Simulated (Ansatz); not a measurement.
Cs2H3⁻, relaxed as a quintet with UKS PBE0-D4/def2-TZVPD in Ansatz, starting from the PBE0-D4/def2-TZVPD geometry of the charge -1 singlet. Force threshold 0.02 eV/Å.

In the def2 sets Cs takes a core potential; there is no spin–orbit coupling. The highest occupied level of the charge -1 quintet lies above zero (up to 0.34 eV). It is a level of α spin, whose loss leaves a quartet; that state wasn't run at this geometry and level. The electron is either unbound and held by the finite basis, or the level is raised by self-interaction error. In the quintet, H3 and H4 lie 0.76 Å apart (atoms count from 1), so H2 has formed as a molecule. At PBE0-D4/def2-TZVPD a triplet of charge -1 lies 1.90 eV below the quintet, each at its own geometry. The structure comes from a short search, and lower isomers may exist.

Start:

```csv
atom,x (Å),y (Å),z (Å)
Cs1,0.5384,1.9643,-0.7004
Cs2,1.3375,-0.2238,3.0841
H3,-0.8607,-0.7022,-1.1521
H4,-1.1717,-0.6123,-1.8470
H5,0.1565,-0.4259,0.6153
```

Q: Estimate the energy that the relaxation releases and the steps that it takes.

A: 1.35 eV, in 30 steps; 59 s on 4 threads of AMD EPYC 9R45 on a shared host. No frequencies were taken in this run, so the end may be a saddle point.

Q: Does the start keep its bonding?

A: Bonds lost: Cs1–H3, Cs1–H5, Cs2–H5 (atoms count from 1). Metal–metal contacts that move far: Cs1–Cs2 4.44 to 6.46 Å.

Q: Predict the relaxed structure.

A: 
```tsv
atom	x (Å)	y (Å)	z (Å)
Cs1	0.2968	2.5079	-2.1641
Cs2	0.1551	-1.3018	3.0558
H3	-1.1935	-0.2008	-0.1795
H4	-0.9732	-0.7895	-0.6031
H5	1.7149	-0.2158	-0.1092
```
Bond lengths (bridged metal pairs left out): .
